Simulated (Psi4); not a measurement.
C3H8ClSi (SMILES [CH2][Si](C)(C)Cl), doublet, at a GFN2-xTB geometry; CCSD(T)/STO-3G in Psi4 1.11.

Psi4 was given this input:
```
memory 2 GB

molecule {
0 2
C    -0.70584325    1.70340527   -0.82508452
Si   -0.09463673    0.04094741   -0.30697374
C     1.45040532   -0.48913705   -1.30131529
C    -1.43449923   -1.30658142   -0.52096936
Cl    0.41693889    0.12177942    1.66897369
H    -0.76081437    2.54021788   -0.15171481
H    -1.03515054    1.90823411   -1.82795246
H     2.27077492    0.20649700   -1.15373599
H     1.79263419   -1.47424205   -0.99730754
H     1.23235521   -0.52517622   -2.36360615
H    -1.05909208   -2.28228528   -0.22593610
H    -2.30914169   -1.09123296    0.08509850
H    -1.75498966   -1.37164729   -1.55555086
}

set {
  basis sto-3g
  reference uhf
  freeze_core true
  mp2_type conv
  scf_type pk
  puream true
  d_convergence 1e-8
}

energy('ccsd(t)')
print_variables()
```

**Question.** What does Psi4 print? Leave out banner, timings and long lists.

**Answer.** 
```
   => Loading Basis Set <=

    Name: STO-3G
    Role: ORBITAL
    Keyword: BASIS

         ---------------------------------------------------------
                                   SCF
               by Justin Turney, Rob Parrish, Andy Simmonett
                          and Daniel G. A. Smith
                              UHF Reference
         ---------------------------------------------------------

  ==> Geometry <==

    Molecular point group: c1
    Full point group: C1

    Geometry (in Angstrom), charge = 0, multiplicity = 2:

       Center              X                  Y                   Z               Mass
    ------------   -----------------  -----------------  -----------------  -----------------
         C           -0.724690900098     1.682936549512    -0.916205284446    12.000000000000
         SI          -0.113484380098     0.020478689512    -0.398094504446    27.976926534650
         C            1.431557669902    -0.509605770488    -1.392436054446    12.000000000000
         C           -1.453346880098    -1.327050140488    -0.612090124446    12.000000000000
         CL           0.398091239902     0.101310699512     1.577852925554    34.968852682000
         H           -0.779662020098     2.519749159512    -0.242835574446     1.007825032230
         H           -1.053998190098     1.887765389512    -1.919073224446     1.007825032230
         H            2.251927269902     0.186028279512    -1.244856754446     1.007825032230
         H            1.773786539902    -1.494710770488    -1.088428304446     1.007825032230
         H            1.213507559902    -0.545644940488    -2.454726914446     1.007825032230
         H           -1.077939730098    -2.302754000488    -0.317056864446     1.007825032230
         H           -2.327989340098    -1.111701680488    -0.006022264446     1.007825032230
         H           -1.773837310098    -1.392116010488    -1.646671624446     1.007825032230

  Running in c1 symmetry.

  Rotational constants: A =      0.10623  B =      0.07386  C =      0.07363 [cm^-1]
  Rotational constants: A =   3184.55049  B =   2214.34433  C =   2207.45265 [MHz]
  Nuclear repulsion =  287.232650381045914

  Charge       = 0
  Multiplicity = 2
  Electrons    = 57
  Nalpha       = 29
  Nbeta        = 28

  ==> Algorithm <==

  SCF Algorithm Type is PK.
  DIIS enabled.
  MOM disabled.
  Fractional occupation disabled.
  Guess Type is SAD.
  Energy threshold   = 1.00e-08
  Density threshold  = 1.00e-08
[...]
  @UHF Final Energy:  -857.12186057768838
    Total Energy =                       -857.1218605776883805
[...]
     15   3   2   0        -0.0250885279
      7   7  11  12        -0.0225299729
     15   3   1   0        -0.0222582992
      5   5  11  12        -0.0216535390

    SCF energy       (wfn)                    = -857.121860577688381
    Reference energy (file100)                = -857.121860577688608

    Opposite-spin MP2 correlation energy      =   -0.159183604023508
    Same-spin MP2 correlation energy          =   -0.017810545682255
    Singles MP2 correlation energy            =   -0.000000000000000
    MP2 correlation energy                    =   -0.176994149705763
      * MP2 total energy                      = -857.298854727394428

    Opposite-spin CCSD correlation energy     =   -0.223654030207817
    Same-spin CCSD correlation energy         =   -0.014769455569454
    Singles CCSD correlation energy           =   -0.000000000000000
    CCSD correlation energy                   =   -0.238423485777272
      * CCSD total energy                     = -857.360284063465883

            **************************
            *                        *
            *        CCTRIPLES       *
            *                        *
            **************************

    Wave function   =    CCSD_T
    Reference wfn   =      UHF

    Nuclear Rep. energy (wfn)                =  287.232650381045914
    SCF energy          (wfn)                = -857.121860577688381
    Reference energy    (file100)            = -857.121860577688608
    CCSD energy         (file100)            =   -0.238423485777272
    Total CCSD energy   (file100)            = -857.360284063465883

    Number of ijk index combinations:
    Spin Case AAA:                                 560
    Spin Case BBB:                                 455
    Spin Case AAB:                                1800
    Spin Case ABB:                                1680
    AAA (T) energy                             =   -0.000021330922812
    BBB (T) energy                             =   -0.000020497718391
    AAB (T) energy                             =   -0.000860223192708
    ABB (T) energy                             =   -0.000877903174136
    (T) energy                                   =   -0.001779955008048
      * CCSD(T) total energy                     = -857.362064018473916

  Variable Map:
  ----------------------------------------------------------------------------
[...]
  Array Variable Map:
  ----------------------------------------------------------------------------
[...]
[...]
```
